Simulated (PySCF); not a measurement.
## Basis-set dependence of MgI at r²SCAN

PySCF, UKS reference; doublet, unpaired electrons σ ↑; De to Mg + I without counterpoise correction.

| basis | relativity | functions | Re (Å) | ωe (cm⁻¹) | De (eV) | μ (D) |
| --- | --- | --- | --- | --- | --- | --- |
| def2-SVP | scalar-relativistic core potentials | 44 | 2.614 | 305 | 2.53 | -3.31 |
| x2c-SVPall | spin-free X2C | 54 | 2.607 | 312 | 2.55 | -3.08 |
| def2-SVPD | scalar-relativistic core potentials | 56 | 2.620 | 300 | 2.53 | -3.42 |
| x2c-TZVPPall | spin-free X2C | 92 | 2.593 | 310 | 2.54 | -3.19 |

Question: How does each smaller set differ from the one with most functions, x2c-TZVPPall?

Answer: def2-SVP: +2.1 pm, -1.6 % in ωe, -0.01 eV in De; x2c-SVPall: +1.4 pm, +0.6 % in ωe, +0.01 eV in De; def2-SVPD: +2.7 pm, -3.2 % in ωe, -0.01 eV in De. All at r²SCAN; the set with most functions is neither the basis-set limit nor always the best. The rows treat relativity differently, so the differences are not basis effects alone.

A positive dipole means Mg(−)I(+). These are scalar-relativistic numbers at best; spin–orbit coupling would shift them, the dissociation energy most. The state was picked by a PBE0 search and need not be the measured ground state.
